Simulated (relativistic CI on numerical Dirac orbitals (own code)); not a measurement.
Computed by Dirac-Coulomb-Breit CI, separate exchange-only KLI orbitals for each configuration, model QED (radiative potential, 1s self-energy scaled to tabulated hydrogen-like ionisation energies), unscaled Slater integrals (own radial code, finite nucleus).

The strongest absorption lines from the ground level of an ion, among the configurations computed and to levels below about 432 eV (vacuum wavelength in Å, gf): 54.834 (0.27), 57.029 (1.8), 57.256 (0.77), 57.668 (0.83), 64.366 (0.06), 72.921 (0.35), 73.529 (0.2), 74.517 (0.14).

Question: Which ion is it?
A. In30+
B. In32+
C. In34+
D. Pd29+

Answer: B. In32+ has 17 electrons and the ground level 3s²3p⁵ ²P°3/2; the strongest line goes to 3s²3p⁴3d ²D5/2. The pattern of lines fixes the number of electrons, and along that sequence the line energies rise steadily with the charge (about as its square where n changes within one kind of shell, about linearly where n is kept but much faster in heavy ions where fine structure, which grows about as Z⁴, sets the gap, and irregularly where shells cross), which fixes Z. Configurations outside the model, such as inner-shell arrays, can give stronger lines. At this charge energies of transitions that change n are usually good to better than 1 %, and those within a shell (Δn = 0) to a few per cent.

LS names give the leading component of a level, which can be under half, so a name can repeat, a term be missing and a line seem to break the LS rules.
